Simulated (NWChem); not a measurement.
# AlNH$_{3}$OBr; SMILES [NH2][Al]([OH])[Br]

```xyz
7

Al     0.0269    -1.0409     0.0000
Br     0.1694     1.2128     0.0000
O      1.4155    -2.0133     0.0000
H      2.3205    -1.7001     0.0000
N     -1.5549    -1.8033     0.0000
H     -1.7047    -2.8055     0.0000
H     -2.4380    -1.3078     0.0000
```
Atoms are numbered in this order, from 1.

Level: PBE0/def2-SVP (NWChem), optimised geometry, unscaled harmonic frequencies. This build's default masses of Se (78.918 u) and Br (79.917 u) are each other's, which moves their modes by up to 0.6 %.

Question: List the harmonic frequencies with IR intensities, and the thermochemistry.

Answer: 
```
frequency (cm⁻¹)  IR intensity (km/mol)
----------------  ---------------------
154                                 7.2
190                                 8.9
238                                13.1
280                                94.3
359                                 3.2
383                                22.8
389                               237.0
564                               160.9
671                               129.7
806                               145.6
949                               122.4
1519                               55.0
3629                               43.9
3726                               44.4
3998                              122.1
```

* **zero-point energy**: 25.5 kcal/mol
* **thermal correction to the enthalpy at 298.15 K (with zero-point energy)**: 30.1 kcal/mol
* **heat capacity Cv**: 20.9 cal/(mol K)
* **entropy at 298.15 K and 1 atm (symmetry number 1)**: 80.6 cal/(mol K)
* **dipole moment**: 1.09 D

Rigid rotor and harmonic oscillator.
